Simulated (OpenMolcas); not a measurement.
**Mn III: Racah parameters, worked from levels**

```yaml
Program: OpenMolcas 26.06
Basis: ANO-RCC-VTZP [6s5p3d2f1g]
Scalar_Hamiltonian: DKH2, point nucleus
Active_space: 5 electrons in 5 orbitals (3d)
State_averaging: 2S+1 = 6 even, 1 root; 2S+1 = 4 even, 24 roots kept (CI in the orbitals of an earlier block); 2S+1 = 2 even, 75 roots kept (CI in the orbitals of an earlier block)
Spin-orbit_coupling: state interaction with AMFI integrals over the reference wave functions, term energies averaged over their components
```

Methods: CASSCF; MS-CASPT2, IPEA 0.25 Eh, imaginary shift 0.1 Eh (closed shells correlated: 3s 3p).

**Racah parameters.** Above ⁶S, d5 has ⁴D at 17B + 5C, ⁴G at 10B + 5C and ⁴P at 7B + 7C. The first two fix B and C, and the third tests them; where it misses by thousands of cm-1, two parameters do not describe the configuration (Trees and configuration-interaction terms are left out) and B and C hang on the terms chosen. Term energies are centres of gravity, weighted by 2J + 1.

```tsv
Source	⁴D	⁴G	B	C	C/B	⁴P from B, C	⁴P found
CASSCF	40369	32383	1141	4195	3.68	37352	37320
MS-CASPT2	34337	28723	802	4141	5.16	34601	31417
```

Energies in cm-1. From CASSCF to MS-CASPT2, B changes by -29.7 % and C by -1.3 %.

CASPT2 does not keep the components of a term degenerate, so their means are used; among the terms shown or strongly mixed into the levels shown the widest spread is 300 cm-1 (3d⁵ ⁴G, MS-CASPT2). Terms from blocks run as CI alone lack orbitals of their own. Without dynamic correlation excited terms often stand tens of per cent too high (terms of higher spin than the ground term too low), and those without a measured partner can miss by more than the paired ones (holds for CASSCF). Blocks of more than 70 roots (2S+1 = 2 even) ran without multistate coupling (holds for MS-CASPT2). Levels of configurations outside the active space are missing.
